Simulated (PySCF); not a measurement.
Excited states of Ni(26+) (nickel, charge +26)

Ground state 1s2, ¹S. Calculation: PySCF 2.14, in an even-tempered Gaussian basis (18 s from 1.92 bohr⁻², ratio 2.5; 9 p from 2.34 bohr⁻², ratio 2.7; 7 d from 2.63 bohr⁻², ratio 2.7; 3 f from 210 bohr⁻², ratio 2.7); the spin-free X2C one-electron Hamiltonian (Gaussian nucleus). Vertical excitation energies in eV without spin-orbit coupling; excited terms of each kind are numbered among those the solver found. Frozen: nothing.

```
 term  leading excitation  EOM-EE-CCSD
 1 3S              1s → s       7739.6
 1 1S              1s → s       7773.3
1 3P°              1s → p       7786.5
1 1P°              1s → p       7810.4
 2 3S              1s → s       9171.4
 2 1S              1s → s       9180.2
2 3P°              1s → p       9185.0
2 1P°              1s → p       9191.5
 1 3D              1s → d       9193.3
 1 1D              1s → d       9193.6
 2 3D              1s → d       9678.2
 2 1D              1s → d       9678.4
```

Only the lower part of the computed list is shown. Doubly excited terms such as np² are absent. The solver can miss terms. The 11 highest virtual orbitals were dropped.
